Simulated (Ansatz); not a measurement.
CH₄OSeSi (`[SeH]C1O[SiH2]1`). Total charge 0; spin multiplicity 1. The structure was optimised at the PBE0-D4/def2-TZVP level. It is one conformer, not always the lowest.

```xyz
8

Se    0.930   -1.699    1.067
C     0.615   -0.440   -0.354
O     0.985    0.956   -0.102
Si   -0.652    0.845   -0.383
H    -0.227   -1.314    1.886
H     1.067   -0.828   -1.265
H    -1.166    1.457   -1.626
H    -1.551    1.022    0.777
```

(1) What is the dipole moment at B3LYP/def2-TZVPP? (Estimate.)

(2) And with PBE, r2SCAN, ωB97M-V? (Best estimate.)

(3) Give the Mulliken charges with B3LYP, ωB97M-V, r2SCAN in def2-TZVPP. (Best estimate.)

## Answers

(1) Computed: 2.45 D, with components (-2.27, 0.32, -0.87) D in this frame, pointing from negative to positive charge.

(2) Ansatz gave: PBE 2.20 D, r2SCAN 2.37 D, ωB97M-V 2.52 D.

(3) Computed: 
```csv
atom,B3LYP,ωB97M-V,r2SCAN
Se1,-0.02,-0.03,-0.05
C2,-0.06,-0.13,-0.04
O3,-0.38,-0.37,-0.38
Si4,0.43,0.38,0.47
H5,0.03,0.05,0.04
H6,0.12,0.13,0.09
H7,-0.06,-0.02,-0.07
H8,-0.06,-0.02,-0.07
```

B3LYP here is the variant with VWN-RPA as its local correlation; programs differ in this.
